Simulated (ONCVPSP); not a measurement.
# H (Z = 1): one change to an ONCV potential, before and after

ONCVPSP 4.0.1 input, shortened (lines: element, Z, core and valence counts, functional; n l f; lmax; l rc ep ncon nbas qcut; lloc lpopt rc5 dvloc0; l nproj debl; icmod fcfact rcfact), LDA (Perdew-Zunger), scalar-relativistic:

```
  H 1.00    0    1        3      upf
    1    0    1.00
    1
    0    1.05    0.00    3    6    7.50
    1    0.90    0.26    4    8    7.80
    4    5    0.85    4.00
    0    3    2.20
    1    2    3.50
    0    0.00    0.00
```

Change: s: ncon 4, nbas 7.

Cutoffs: the cutoffs (Ha) at which the residual kinetic energy of the hardest occupied pseudo-wave falls to 1 and 0.1 mHa per electron; they do not see the model core or the augmentation charge, which bear on the density cutoff. Errors are all-electron minus pseudo energies relative to the spin-unpolarised reference configuration.

Problem. What does the change do?

Solution. The potential gets harder (16 Ha and 23 Ha → 17 Ha and 25 Ha); neither file shows a bound ghost.

```csv
quantity,base,changed
"cutoff, loose",16 Ha,17 Ha
"cutoff, tight",23 Ha,25 Ha
bound ghosts,none,none
GHOST(+) flags under 300 eV,none,none
"error for 1s0.5, meV [ΔE 4.64 eV]",+0.9,+0.8
s: phases at 1.06 bohr within 0.05 rad from the reference energy up to (Ha; the scan ends near 5),to the end of the scan,to the end of the scan
p: phases at 0.91 bohr within 0.05 rad from the reference energy up to (Ha; the scan ends near 5),to the end of the scan,to the end of the scan
```
